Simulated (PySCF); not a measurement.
Computed IR spectrum (relative IR intensity) of a molecule C3H2F4. The structure is a stationary point at PBE-D3(BJ)/def2-SVP. One conformer was computed; it need not be the lowest. Level of theory: PBE-D3(BJ)/def2-SVP run with PySCF. Harmonic, unscaled wavenumbers; measured fundamentals usually lie a few per cent lower.

ν (cm⁻¹): 402 (vw), 677 (w), 822 (w), 866 (w), 922 (w), 1089 (vs), 1140 (vs), 1186 (m), 1221 (s), 1283 (w), 1318 (s), 1717 (s) (against the strongest line: vs over 80 %, s over 45 %, m over 15 %, w over 4 %, vw less)

Problem. Identify the compound among the candidates.
(A) F[C@H]1[C@H](F)C1(F)F
(B) F/C=C(/F)C(F)F
(C) F/C=C/C(F)(F)F
(D) FC1(F)CC1(F)F

Solution. C, F/C=C/C(F)(F)F
